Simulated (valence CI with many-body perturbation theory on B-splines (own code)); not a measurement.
# Ru XXXII: one-electron terms

Method: relativistic CI+MBPT: three valence electrons over a frozen Dirac-Fock core [Ne], radial functions for each j: 11 s, 11 p, 9 d, 7 f, 5 g, 2 h, 1 i, with the one-electron correlation potential Σ1 (screened to all orders), the two-electron term Σ2, the three-electron term Σ3, Breit, model QED; selected single and double excitations, second order for the rest (own B-spline code, finite nucleus).

The last digits are not significant, and no measured levels were compared; by estimate large intervals hold to a few tenths of a per cent, small ones and those within an open d or f shell to about a per cent.

These are the spectroscopic orbitals of the CI (the correlating ones are not listed), shaped by the core and the other valence electrons. h is the expectation value of the core's Dirac-Fock operator, without the valence repulsion; Σ1 is computed up to l = 3 at one energy for each symmetry, that of its lowest orbital but kept below the first core excitation, so for empty shells it is not the orbital's own correlation shift; Breit and QED include the response of the core.

```csv
Orbital,h (hartree),Σ1 (cm⁻¹),Breit (cm⁻¹),QED (cm⁻¹),⟨r⟩ (bohr)
3s1/2,-73.985,-6269,7200,5278,0.3516
4s1/2,-40.058,-2081,2793,2102,0.6525
5s1/2,-25.076,-943,1331,1017,1.051
6s1/2,-17.165,-513,743,571,1.541
3p1/2,-71.218,-7864,11920,-203,0.3363
4p1/2,-38.91,-2561,4633,-75.3,0.6455
5p1/2,-24.502,-1176,2263,-36.2,1.049
6p1/2,-16.838,-644,1276,-20.2,1.546
3p3/2,-69.977,-7436,7338,312,0.3431
4p3/2,-38.409,-2460,2809,126,0.6545
5p3/2,-24.251,-1137,1415,63.0,1.060
6p3/2,-16.695,-624,796,35.9,1.559
3d3/2,-66.364,-8885,5256,-211,0.2997
4d3/2,-37.041,-2457,1900,-74.3,0.6205
5d3/2,-23.582,-1090,907,-35.5,1.034
3d5/2,-66.095,-8514,2426,-46.5,0.3016
4d5/2,-36.924,-2349,871,-7.8,0.6230
5d5/2,-23.522,-1042,421,-2.0,1.037
4f5/2,-36.209,-2030,159,-23.3,0.5489
5f5/2,-23.166,-994,110,-13.0,0.9681
4f7/2,-36.163,-1994,30.2,4.6,0.5500
5f7/2,-23.142,-975,20.9,1.2,0.9694
5g7/2,-23.08,,3.2,-4.6,0.8547
5g9/2,-23.066,,0.2,3.3,0.8555
```

Among the shells of the start configuration 3s2 3p1, Σ1 is largest in size for 3p1/2, where it is 0.050 % of h.

Lowest root of each symmetry, sizes in configuration state functions:

```json
{"J": "1/2", "Parity": "even", "Roots": "10", "Reference": "59", "Variational": "7158", "Second order": "8891", "Change by selected CI (cm⁻¹)": "-2503", "Change by second order (cm⁻¹)": "0"}
{"J": "3/2", "Parity": "even", "Roots": "14", "Reference": "92", "Variational": "12163", "Second order": "15013", "Change by selected CI (cm⁻¹)": "-1624", "Change by second order (cm⁻¹)": "0"}
{"J": "5/2", "Parity": "even", "Roots": "12", "Reference": "94", "Variational": "13941", "Second order": "20271", "Change by selected CI (cm⁻¹)": "-2429", "Change by second order (cm⁻¹)": "-1"}
{"J": "7/2", "Parity": "even", "Roots": "7", "Reference": "67", "Variational": "12608", "Second order": "21934", "Change by selected CI (cm⁻¹)": "-4004", "Change by second order (cm⁻¹)": "-1"}
{"J": "9/2", "Parity": "even", "Roots": "4", "Reference": "41", "Variational": "9330", "Second order": "13662", "Change by selected CI (cm⁻¹)": "-4993", "Change by second order (cm⁻¹)": "-3"}
{"J": "1/2", "Parity": "odd", "Roots": "7", "Reference": "56", "Variational": "6834", "Second order": "9783", "Change by selected CI (cm⁻¹)": "-3393", "Change by second order (cm⁻¹)": "0"}
{"J": "3/2", "Parity": "odd", "Roots": "12", "Reference": "90", "Variational": "11626", "Second order": "15625", "Change by selected CI (cm⁻¹)": "-3316", "Change by second order (cm⁻¹)": "0"}
{"J": "5/2", "Parity": "odd", "Roots": "9", "Reference": "86", "Variational": "12746", "Second order": "21248", "Change by selected CI (cm⁻¹)": "-2835", "Change by second order (cm⁻¹)": "-1"}
{"J": "7/2", "Parity": "odd", "Roots": "5", "Reference": "63", "Variational": "11368", "Second order": "24286", "Change by selected CI (cm⁻¹)": "-3239", "Change by second order (cm⁻¹)": "-2"}
{"J": "9/2", "Parity": "odd", "Roots": "2", "Reference": "33", "Variational": "8723", "Second order": "14234", "Change by selected CI (cm⁻¹)": "-2554", "Change by second order (cm⁻¹)": "-2"}
```
